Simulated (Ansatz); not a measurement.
**Question.** Predict a relaxed structure of MnI₂, charge 0, sextet, at B3LYP-D4/def2-TZVP (Ansatz).

**Answer.** 
```
atom    x (Å)    y (Å)    z (Å)
 Mn1   0.0095   0.0028  -0.0063
  I2   1.4716  -0.5074   2.0037
  I3  -1.4811   0.5046  -1.9974
```
Point group D∞h (tolerance 0.1 Å). The metal has 2 neighbours: I 2.54 Å, I 2.54 Å. This is one stationary point.

In the def2 sets I takes a core potential; there is no spin–orbit coupling.
